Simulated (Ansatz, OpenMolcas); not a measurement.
# How basis sets differ on Br2 (bromine)

Br2, singlet, SMILES `BrBr`. Each level relaxes the structure for itself.

Quantity: the harmonic wavenumber, in cm⁻¹. The values are calculated.

Measured value to compare with: Huber and Herzberg, Constants of Diatomic Molecules gives the harmonic wavenumber of the gas as 325 cm⁻¹.

```csv
level,kind,program,value (cm⁻¹),computed − measured
HF/STO-3G,Hartree–Fock,Ansatz,428,+103
HF/3-21G,Hartree–Fock,Ansatz,318,-7
HF/6-31G* (Cartesian functions),Hartree–Fock,Ansatz,356,+31
HF/cc-pVTZ,Hartree–Fock,OpenMolcas,-8492,-8817
```

Nearest: HF/3-21G (-7 cm⁻¹); farthest: HF/cc-pVTZ (-8817 cm⁻¹). All-electron rows without a relativistic Hamiltonian named are non-relativistic. Harmonic and unscaled.
